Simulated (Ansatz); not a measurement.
Relaxation of B₇H₁₃ with RKS B3LYP-D4/def2-SVP.

```sh
$ ansatz run in.yaml --threads 4 --pin off --events-out ev --progress --plain --max-ram 4787MiB
```

```yaml
crystal:
  periodic: [false, false, false]
  atoms:
    - {symbol: B, position_ang: [0.717640, -1.182580, -0.522430]}
    - {symbol: B, position_ang: [1.007650, 0.561480, -0.585210]}
    - {symbol: B, position_ang: [0.606600, 0.307630, 1.087430]}
    - {symbol: B, position_ang: [0.308010, -0.345280, -2.056240]}
    - {symbol: B, position_ang: [-1.086960, -1.068330, 1.091690]}
    - {symbol: B, position_ang: [-0.170790, 1.714540, 0.401980]}
    - {symbol: B, position_ang: [-0.952290, 0.615310, 1.514290]}
    - {symbol: H, position_ang: [-2.060230, -1.134980, 0.415270]}
    - {symbol: H, position_ang: [-0.795070, -0.016940, -2.334550]}
    - {symbol: H, position_ang: [0.102840, 1.465720, -0.863730]}
    - {symbol: H, position_ang: [-1.534280, 0.981650, 2.462690]}
    - {symbol: H, position_ang: [0.200830, -1.599060, -1.656810]}
    - {symbol: H, position_ang: [2.072730, 1.018580, -0.810710]}
    - {symbol: H, position_ang: [1.397060, 0.024560, 1.901210]}
    - {symbol: H, position_ang: [1.057000, -0.361800, -2.968580]}
    - {symbol: H, position_ang: [-1.054540, -1.854160, 1.975180]}
    - {symbol: H, position_ang: [0.089080, 2.838660, 0.632190]}
    - {symbol: H, position_ang: [1.689030, -1.828100, -0.346070]}
    - {symbol: H, position_ang: [-1.402880, 1.466940, 0.416650]}
    - {symbol: H, position_ang: [-0.191430, -1.603830, 0.245750]}
basis:
  gaussian: {orbitals: def2-SVP}
hamiltonian: {xc: {name: B3LYP}, dispersion: d4}
scf: {lower_state_search: "off"}
output: {orbitals: {seedname: orbitals}}
relax: {f_tol: 0.02, max_steps: 100}
```

Hardware: 4 threads of Arm Neoverse V1 on a shared host. Wall time 43 s.

Positions (Å) and forces (eV/Å) at steps 1, 2, 3, 4, 5, 6, 7, 8, 9, 10, 11, 13 of 13:

```xyz
20
step=1 energy=-4941.8204 eV
B     0.718   -1.183   -0.522   -0.350    1.073   -0.413
B     1.008    0.561   -0.585   -0.430    0.217    0.342
B     0.607    0.308    1.087   -0.245   -0.493   -0.697
B     0.308   -0.345   -2.056    0.079    0.059    0.531
B    -1.087   -1.068    1.092    0.856    0.142    0.225
B    -0.171    1.715    0.402    0.756   -0.825    0.552
B    -0.952    0.615    1.514    0.052    0.754   -0.767
H    -2.060   -1.135    0.415   -0.381    0.350   -0.551
H    -0.795   -0.017   -2.335   -0.575    0.087    0.169
H     0.103    1.466   -0.864   -0.293    0.002   -0.786
H    -1.534    0.982    2.463   -0.471    0.179    0.434
H     0.201   -1.599   -1.657   -0.201   -0.324   -0.077
H     2.073    1.019   -0.811    0.397    0.306    0.014
H     1.397    0.025    1.901    0.296   -0.267    0.589
H     1.057   -0.362   -2.969    0.564   -0.173   -0.252
H    -1.055   -1.854    1.975    0.320   -0.351    0.352
H     0.089    2.839    0.632    0.133    0.522   -0.004
H     1.689   -1.828   -0.346    0.382   -0.219    0.172
H    -1.403    1.467    0.417   -0.519   -0.255    0.097
H    -0.191   -1.604    0.246   -0.371   -0.785    0.068
20
step=2 energy=-4942.1627 eV
B     0.699   -1.163   -0.525    0.020    0.668    0.106
B     1.001    0.583   -0.581   -0.258    0.173    0.061
B     0.598    0.269    1.084   -0.417   -0.401   -0.168
B     0.284   -0.338   -2.037    0.062    0.057    0.127
B    -1.025   -1.070    1.099    0.687   -0.059   -0.266
B    -0.142    1.704    0.399    0.687   -0.369    0.461
B    -0.962    0.641    1.492   -0.008    0.647   -0.385
H    -1.996   -1.045    0.378   -0.118    0.133   -0.001
H    -0.847   -0.007   -2.265   -0.116   -0.015    0.002
H     0.065    1.455   -0.906   -0.054   -0.136   -0.312
H    -1.605    1.012    2.424   -0.143   -0.084    0.092
H     0.160   -1.603   -1.647   -0.077   -0.091   -0.021
H     2.070    1.081   -0.777    0.110    0.006   -0.022
H     1.349   -0.077    1.940    0.097    0.111    0.099
H     1.070   -0.395   -2.938    0.084   -0.028   -0.070
H    -0.945   -1.885    1.974   -0.002   -0.003    0.072
H     0.135    2.845    0.603   -0.046    0.148   -0.016
H     1.693   -1.796   -0.334    0.099   -0.095    0.011
H    -1.399    1.468    0.395   -0.263   -0.186    0.128
H    -0.202   -1.678    0.222   -0.345   -0.475    0.101
20
step=3 energy=-4942.3731 eV
B     0.682   -1.137   -0.509    0.051    0.045    0.519
B     0.990    0.597   -0.573    0.015    0.233   -0.266
B     0.578    0.227    1.086   -0.368   -0.308    0.352
B     0.264   -0.324   -2.019    0.000   -0.048   -0.103
B    -0.931   -1.073    1.067    0.634   -0.218   -0.535
B    -0.092    1.689    0.417    0.382    0.145    0.134
B    -0.973    0.666    1.461   -0.330    0.378   -0.066
H    -1.954   -0.935    0.395    0.169   -0.007    0.295
H    -0.888   -0.017   -2.230    0.142   -0.022   -0.073
H     0.033    1.432   -0.933    0.127   -0.169    0.033
H    -1.693    0.978    2.378    0.183   -0.214   -0.179
H     0.131   -1.592   -1.629    0.031    0.095   -0.058
H     2.073    1.094   -0.758   -0.098   -0.136   -0.020
H     1.330   -0.070    1.981   -0.002    0.209   -0.240
H     1.069   -0.409   -2.917   -0.174    0.085    0.058
H    -0.865   -1.873    1.968   -0.147    0.110   -0.081
H     0.171    2.850    0.594   -0.116   -0.140    0.003
H     1.688   -1.773   -0.330   -0.108    0.025   -0.042
H    -1.382    1.468    0.383   -0.052   -0.067    0.109
H    -0.232   -1.798    0.167   -0.339    0.006    0.160
20
step=4 energy=-4942.5795 eV
B     0.645   -1.136   -0.473    0.035    0.109    0.452
B     0.990    0.594   -0.574    0.076    0.192   -0.232
B     0.564    0.202    1.099   -0.136   -0.129    0.366
B     0.253   -0.307   -2.005    0.080   -0.100    0.016
B    -0.803   -1.079    1.046    0.430   -0.271   -0.506
B    -0.072    1.677    0.417    0.425   -0.026   -0.075
B    -1.000    0.654    1.406   -0.653    0.056    0.020
H    -1.897   -0.785    0.515    0.311   -0.034    0.305
H    -0.899    0.000   -2.224    0.113   -0.042   -0.040
H     0.047    1.421   -0.949    0.064   -0.072    0.132
H    -1.759    0.891    2.307    0.192   -0.067   -0.079
H     0.131   -1.573   -1.631    0.034    0.022   -0.123
H     2.084    1.063   -0.746   -0.066   -0.091   -0.036
H     1.343   -0.023    1.994   -0.022    0.256   -0.281
H     1.063   -0.372   -2.899   -0.163    0.023    0.032
H    -0.785   -1.856    1.966   -0.138    0.033   -0.083
H     0.156    2.843    0.587   -0.102   -0.108    0.083
H     1.636   -1.789   -0.281   -0.081    0.001   -0.096
H    -1.380    1.439    0.351   -0.018    0.073    0.006
H    -0.319   -1.863    0.094   -0.381    0.173    0.137
20
step=5 energy=-4942.8277 eV
B     0.607   -1.122   -0.425    0.243   -0.179    0.241
B     0.995    0.605   -0.586    0.086    0.123   -0.105
B     0.541    0.188    1.119    0.219   -0.110    0.318
B     0.256   -0.307   -1.977   -0.064   -0.222   -0.102
B    -0.660   -1.110    1.016   -0.137   -0.105   -0.158
B    -0.031    1.653    0.425    0.050    0.008   -0.184
B    -1.088    0.638    1.347   -0.269   -0.807   -0.360
H    -1.811   -0.665    0.642    0.350    0.309    0.252
H    -0.896   -0.014   -2.208    0.033    0.030    0.007
H     0.059    1.421   -0.954    0.004    0.113    0.118
H    -1.827    0.841    2.265    0.118    0.122   -0.007
H     0.149   -1.567   -1.631    0.049    0.056   -0.144
H     2.098    1.045   -0.756   -0.039    0.001   -0.016
H     1.371    0.087    1.991   -0.144    0.148   -0.227
H     1.046   -0.371   -2.884   -0.036    0.021    0.016
H    -0.728   -1.883    1.935   -0.034    0.039   -0.095
H     0.159    2.819    0.623   -0.022   -0.085    0.155
H     1.580   -1.805   -0.252   -0.032    0.005   -0.032
H    -1.374    1.452    0.321   -0.131    0.008   -0.011
H    -0.444   -1.905   -0.009   -0.246    0.525    0.336
20
step=6 energy=-4942.9773 eV
B     0.606   -1.125   -0.392    0.275    0.140   -0.206
B     1.008    0.621   -0.606   -0.094   -0.281   -0.090
B     0.543    0.165    1.125    0.559    0.275   -0.078
B     0.259   -0.328   -1.976   -0.021   -0.139    0.115
B    -0.588   -1.098    1.020   -0.205   -1.126   -0.044
B    -0.024    1.608    0.423   -0.270    0.410   -0.063
B    -1.143    0.552    1.278   -0.071    0.440    0.184
H    -1.746   -0.516    0.747   -0.168   -0.234   -0.269
H    -0.892   -0.022   -2.199    0.001    0.010    0.050
H     0.074    1.446   -0.954    0.005    0.151    0.142
H    -1.828    0.798    2.228    0.140    0.222    0.034
H     0.184   -1.575   -1.644   -0.007   -0.046   -0.101
H     2.109    1.056   -0.771    0.033    0.041   -0.004
H     1.388    0.172    1.979   -0.144    0.002   -0.026
H     1.034   -0.369   -2.893    0.063   -0.020   -0.010
H    -0.724   -1.880    1.922   -0.064    0.026   -0.080
H     0.136    2.764    0.699   -0.010   -0.141    0.080
H     1.556   -1.838   -0.228   -0.041   -0.083    0.023
H    -1.391    1.407    0.288    0.002   -0.076    0.022
H    -0.561   -1.840   -0.045    0.017    0.431    0.320
20
step=7 energy=-4943.0375 eV
B     0.630   -1.136   -0.416    0.102    0.276    0.276
B     1.000    0.621   -0.617   -0.076   -0.165    0.104
B     0.566    0.186    1.109   -0.353   -0.302   -0.158
B     0.277   -0.360   -1.980   -0.022    0.039   -0.128
B    -0.613   -1.143    1.019    0.372    0.512    0.141
B    -0.060    1.635    0.429    0.059   -0.276   -0.304
B    -1.136    0.569    1.296    0.178   -0.194    0.195
H    -1.758   -0.512    0.762   -0.151   -0.143   -0.165
H    -0.875   -0.057   -2.194   -0.001    0.011   -0.004
H     0.074    1.485   -0.933   -0.031    0.128    0.086
H    -1.766    0.878    2.268    0.063   -0.016   -0.046
H     0.214   -1.610   -1.666   -0.014    0.024   -0.040
H     2.100    1.068   -0.785   -0.027    0.023   -0.013
H     1.392    0.206    1.970    0.023   -0.013    0.103
H     1.060   -0.390   -2.895   -0.017   -0.015    0.009
H    -0.773   -1.946    1.891    0.008    0.021    0.025
H     0.099    2.773    0.747    0.016    0.042    0.004
H     1.557   -1.880   -0.238   -0.046    0.015    0.061
H    -1.416    1.400    0.296    0.039    0.036   -0.030
H    -0.572   -1.787   -0.062   -0.122   -0.002   -0.117
20
step=8 energy=-4942.9629 eV rejected
B     0.659   -1.094   -0.341   -0.318   -0.283   -0.488
B     1.005    0.614   -0.610    0.117    0.039   -0.430
B     0.568    0.149    1.082    0.175    0.497    0.309
B     0.301   -0.361   -1.989   -0.007    0.029    0.425
B    -0.584   -1.131    1.045   -0.218   -0.386   -0.201
B    -0.080    1.588    0.361   -0.074    0.426    0.495
B    -1.119    0.535    1.304   -0.070    0.130   -0.192
H    -1.756   -0.540    0.761    0.091   -0.015    0.068
H    -0.799    0.122   -2.148   -0.017   -0.309   -0.268
H     0.018    1.455   -0.953    0.323   -0.062    0.139
H    -1.736    0.865    2.268    0.015    0.076    0.082
H     0.106   -1.558   -1.648    0.018   -0.179   -0.068
H     2.084    1.093   -0.816   -0.020    0.073    0.100
H     1.367    0.219    1.973    0.011   -0.024   -0.025
H     1.103   -0.434   -2.876    0.037    0.017   -0.111
H    -0.734   -1.959    1.891    0.009    0.026    0.113
H     0.080    2.723    0.699   -0.022    0.017    0.019
H     1.524   -1.915   -0.204    0.018    0.078   -0.036
H    -1.412    1.348    0.269   -0.073   -0.061    0.070
H    -0.596   -1.718   -0.066    0.005   -0.088   -0.003
20
step=9 energy=-4943.0641 eV
B     0.625   -1.105   -0.392   -0.136   -0.069   -0.061
B     0.989    0.624   -0.623   -0.032   -0.118   -0.121
B     0.561    0.169    1.094    0.110    0.076    0.090
B     0.289   -0.374   -2.006    0.142   -0.003    0.102
B    -0.600   -1.127    1.028   -0.097   -0.121   -0.052
B    -0.067    1.621    0.413   -0.020    0.095    0.135
B    -1.123    0.554    1.311   -0.046   -0.042   -0.095
H    -1.769   -0.534    0.758    0.085    0.085    0.077
H    -0.853   -0.069   -2.256   -0.033    0.114    0.035
H     0.064    1.510   -0.914   -0.035    0.041   -0.124
H    -1.721    0.874    2.291   -0.037    0.018    0.054
H     0.194   -1.605   -1.677    0.053   -0.021    0.067
H     2.079    1.089   -0.790    0.019    0.027   -0.013
H     1.376    0.198    1.976   -0.064   -0.022   -0.098
H     1.102   -0.419   -2.896   -0.032    0.004    0.052
H    -0.742   -1.936    1.900    0.014    0.032   -0.031
H     0.099    2.756    0.758   -0.015   -0.062   -0.037
H     1.524   -1.871   -0.202    0.106   -0.070   -0.005
H    -1.415    1.388    0.306   -0.023   -0.002    0.024
H    -0.611   -1.743   -0.077    0.041    0.037    0.002
20
step=10 energy=-4943.0390 eV rejected
B     0.623   -1.129   -0.384    0.121    0.146   -0.004
B     0.990    0.602   -0.619   -0.026    0.090   -0.035
B     0.557    0.170    1.095    0.073   -0.035   -0.005
B     0.287   -0.383   -1.980    0.038    0.150    0.108
B    -0.606   -1.131    1.021    0.017    0.017    0.011
B    -0.072    1.618    0.407    0.035   -0.096   -0.161
B    -1.129    0.552    1.309    0.023    0.125    0.079
H    -1.767   -0.515    0.762   -0.022   -0.093   -0.013
H    -0.837    0.005   -2.191   -0.063   -0.178   -0.133
H     0.052    1.474   -0.933   -0.002    0.047    0.081
H    -1.721    0.876    2.297    0.004   -0.032   -0.042
H     0.204   -1.619   -1.669   -0.044   -0.039   -0.123
H     2.070    1.064   -0.860   -0.008    0.036    0.202
H     1.385    0.185    1.954    0.005    0.018    0.121
H     1.133   -0.354   -2.829   -0.057   -0.138   -0.205
H    -0.748   -1.937    1.890   -0.023   -0.039    0.042
H     0.079    2.761    0.711    0.045    0.040    0.055
H     1.545   -1.884   -0.206   -0.129    0.019    0.014
H    -1.428    1.387    0.313    0.027   -0.019   -0.011
H    -0.617   -1.743   -0.086   -0.013   -0.018    0.020
20
step=11 energy=-4943.0717 eV
B     0.627   -1.113   -0.392    0.017   -0.062   -0.004
B     0.989    0.620   -0.625   -0.011   -0.003   -0.061
B     0.561    0.171    1.095   -0.013    0.014   -0.032
B     0.292   -0.375   -1.997   -0.032    0.038    0.033
B    -0.601   -1.129    1.023   -0.016   -0.017   -0.015
B    -0.069    1.621    0.412   -0.013   -0.024   -0.014
B    -1.126    0.554    1.309   -0.009    0.018    0.027
H    -1.765   -0.524    0.764   -0.012   -0.007    0.000
H    -0.851   -0.044   -2.233    0.056   -0.015    0.012
H     0.059    1.506   -0.926    0.021   -0.008    0.023
H    -1.724    0.874    2.294    0.011   -0.011   -0.020
H     0.203   -1.611   -1.672    0.009    0.015    0.016
H     2.079    1.089   -0.793   -0.009    0.006    0.000
H     1.375    0.194    1.969    0.025    0.000    0.017
H     1.098   -0.418   -2.890    0.005    0.000   -0.004
H    -0.745   -1.937    1.893    0.004   -0.005    0.009
H     0.095    2.756    0.746    0.004    0.025    0.007
H     1.533   -1.880   -0.204   -0.032    0.028   -0.006
H    -1.420    1.388    0.309   -0.002    0.003    0.002
H    -0.610   -1.741   -0.083   -0.004    0.005    0.010
20
step=13 energy=-4943.0725 eV
B     0.622   -1.115   -0.394   -0.002    0.005    0.005
B     0.988    0.622   -0.629   -0.004   -0.006   -0.014
B     0.560    0.170    1.090    0.008    0.000    0.002
B     0.300   -0.371   -1.997    0.003    0.008    0.002
B    -0.604   -1.131    1.023   -0.007   -0.009    0.005
B    -0.072    1.621    0.410    0.001    0.004   -0.001
B    -1.126    0.553    1.312    0.004    0.001   -0.001
H    -1.769   -0.527    0.773    0.000   -0.001   -0.001
H    -0.838   -0.039   -2.242   -0.002   -0.001   -0.002
H     0.058    1.509   -0.926   -0.001    0.004    0.006
H    -1.720    0.874    2.298   -0.001    0.000    0.002
H     0.199   -1.605   -1.666   -0.002   -0.002    0.000
H     2.076    1.095   -0.794    0.001    0.003    0.003
H     1.379    0.191    1.962   -0.003   -0.002   -0.003
H     1.108   -0.428   -2.888    0.001   -0.004    0.002
H    -0.737   -1.938    1.896   -0.002    0.006   -0.002
H     0.093    2.755    0.747   -0.002   -0.002   -0.002
H     1.526   -1.881   -0.203    0.005   -0.006    0.002
H    -1.423    1.386    0.311   -0.001    0.000    0.003
H    -0.620   -1.741   -0.082    0.004    0.000   -0.004
```

The structure comes from a short search, and lower isomers may exist.
